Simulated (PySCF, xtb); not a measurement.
CH10FNSi3, SMILES N[C@H]([SiH3])[Si@@H](F)[SiH3].

GFN2-xTB in xtb at its own geometry gives an orbital gap of 3.82 eV and a dipole moment of 1.96 D.

Coordinates come from a B3LYP-D3(BJ)/def2-SVP optimisation. The structure was generated by enumeration; whether it is a known compound was not checked. One conformer was computed; it need not be the lowest.

### Question
What does B3LYP/def2-TZVP run with PySCF give? (Estimate from the structure and the level; the computed values follow.)

### Answer
gap 6.31 eV (levels -6.85 and -0.53 eV), dipole 2.50 D.
